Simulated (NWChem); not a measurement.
Molecule: GeHSCl, singlet; SMILES [Cl][Ge][SH]

```xyz
4

Ge     0.7507     0.0092     0.0000
Cl    -0.6913     1.6671     0.0000
S     -0.7770    -1.6269     0.0000
H      0.1616    -2.6024     0.0000
```
Atoms are numbered in this order, from 1.

Low-valent species are run as closed-shell singlets; no triplet was tried in these runs. Geometry: optimised at PBE0/def2-SVP. B3LYP is NWChem's, with the RPA form of VWN correlation.

Symmetry labels are those of Cs in the frame above (b1 and b2, or b-type labels, depend on it).

Task: List the 4 lowest vertical singlet excitations from B3LYP/def2-SVP, full TDDFT (NWChem).

Result: 
| state | energy (eV) | oscillator strength | symmetry | leading excitation (squared amplitude) |
|---|---|---|---|---|
| S1 | 3.55 | 0.013 | a" | HOMO → LUMO (0.99) |
| S2 | 4.45 | 0.046 | a' | HOMO−1 → LUMO (0.92) |
| S3 | 4.92 | 0.005 | a" | HOMO−2 → LUMO (0.99) |
| S4 | 5.61 | 0.008 | a' | HOMO−3 → LUMO (0.88) |
